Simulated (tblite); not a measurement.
Species: C3H10NPSi.
Atom-mapped SMILES: `[H]/[P:6]=[C:4](\[N:2]([CH3:1])[CH3:3])[SiH3:5]` (hydrogens: H7, H8, H9 on C1; H10, H11, H12 on C3; H13, H14, H15 on Si5; H16 on P6)

Calculated harmonic vibrations of the isolated species, GFN2-xTB (tblite), most abundant isotopes, no scaling. Errors from tens to a few hundred cm⁻¹ against measured bands are possible. Modes of hydrogen on phosphorus and silicon can be 10 to 20 % off.

Harmonic wavenumbers (cm⁻¹): 50.2, 76.1, 151.6, 167.3, 210.0, 215.8, 270.2, 334.0, 380.9, 422.0, 482.3, 549.2, 565.2, 576.2, 786.6, 789.6, 793.3, 839.6, 970.7, 1036.6, 1063.6, 1083.0, 1104.3, 1156.1, 1253.5, 1391.4, 1407.5, 1440.3, 1466.0, 1470.9, 1488.2, 1493.6, 2193.4, 2201.3, 2232.4, 2329.0, 2909.7, 2912.6, 2962.5, 2979.7, 3020.5, 3062.6.

A = 2497, B = 2077, C = 1171 MHz; mass 119.032 u (most abundant isotopes); point group C1, symmetry number 1.

Question: Zero-point energy?

Answer: Half the sum of the wavenumbers: 26145 cm⁻¹ = 74.75 kcal/mol.

Question: What is S at 500 K and 1 bar for an ideal gas of classical rigid rotors and harmonic oscillators?

Answer: Translation 42.83, rotation 29.90, vibration 44.13: S = 116.9 cal/(mol K).

Question: And Cp and H(500 K) − H(0)?

Answer: Cp = 49.68 cal/(mol K), of which vibrations give 41.73 (their classical limit is 42 R = 83.5); H(500 K) − H(0) = 15.26 kcal/mol without the zero-point energy, 11.28 from vibrations.

Question: What must be added to the electronic energy to get the Gibbs energy at 500 K and 1 bar?

Answer: ZPE + [H(500 K) − H(0)] − T·S = 74.75 + 15.26 − 58.43 = 31.58 kcal/mol.

Question: Which modes carry the vibrational entropy at 500 K?

Answer: 50.2 cm⁻¹: 5.83; 76.1 cm⁻¹: 5.01; 151.6 cm⁻¹: 3.65; 167.3 cm⁻¹: 3.46; 210.0 cm⁻¹: 3.02; 215.8 cm⁻¹: 2.97 cal/(mol K); the other 36 give 20.20 together.

Question: Blend soft modes into free rotors: weight 1/[1 + (100 cm⁻¹/ν̃)⁴] for the oscillator and the rest for a rotor with moment μB/(μ + B), μ = h/(8π²ν), B = 10⁻⁴⁴ kg m². What vibrational entropy results?

Answer: 41.22 cal/(mol K) in place of 44.13, which changes −T·S at 500 K by +1.46 kcal/mol.

Hindered rotation and anharmonicity are outside this model. The structure is chiral; the term R ln 2 for an equal mix with its mirror image is left out.

Conformer computed: `[H]/[P:6]=[C:4](\[N:2]([CH3:1])[CH3:3])[SiH3:5]`: C1–N2–C4–Si5 -178°.
